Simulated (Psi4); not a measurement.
Approach curve of the dimer C3H8 ··· Br- (SMILES CCC and [Br-]) (charge -1). Monomers: optimised at B3LYP-D3(BJ) (def2-TZVP), held rigid. Orientation: lowest of the rigid-body minima from ten starts at GFN2-xTB. R is the distance of the centres of mass, along which the second monomer moves.

Level of theory: SAPT0/jun-cc-pVDZ, frozen core run with Psi4.

Components in kcal/mol:

```json
[
 {"R / Å": "3.34", "electrostatics": "-12.99", "exchange": "27.67", "induction": "-7.80", "dispersion": "-5.70", "total": "1.18"},
 {"R / Å": "3.47", "electrostatics": "-9.69", "exchange": "20.19", "induction": "-6.66", "dispersion": "-4.63", "total": "-0.79"},
 {"R / Å": "3.75", "electrostatics": "-5.23", "exchange": "10.17", "induction": "-4.84", "dispersion": "-3.00", "total": "-2.90"},
 {"R / Å": "3.91", "electrostatics": "-3.72", "exchange": "6.86", "induction": "-4.08", "dispersion": "-2.36", "total": "-3.30"},
 {"R / Å": "4.12", "electrostatics": "-2.42", "exchange": "4.09", "induction": "-3.30", "dispersion": "-1.72", "total": "-3.36"},
 {"R / Å": "4.32", "electrostatics": "-1.65", "exchange": "2.50", "induction": "-2.72", "dispersion": "-1.28", "total": "-3.15"},
 {"R / Å": "4.60", "electrostatics": "-1.00", "exchange": "1.26", "induction": "-2.11", "dispersion": "-0.85", "total": "-2.70"},
 {"R / Å": "4.95", "electrostatics": "-0.59", "exchange": "0.54", "induction": "-1.57", "dispersion": "-0.51", "total": "-2.13"},
 {"R / Å": "5.39", "electrostatics": "-0.34", "exchange": "0.19", "induction": "-1.11", "dispersion": "-0.28", "total": "-1.54"},
 {"R / Å": "6.13", "electrostatics": "-0.17", "exchange": "0.03", "induction": "-0.65", "dispersion": "-0.11", "total": "-0.91"},
 {"R / Å": "7.11", "electrostatics": "-0.08", "exchange": "0.00", "induction": "-0.36", "dispersion": "-0.04", "total": "-0.48"},
 {"R / Å": "8.38", "electrostatics": "-0.04", "exchange": "0.00", "induction": "-0.18", "dispersion": "-0.01", "total": "-0.23"}
]
```
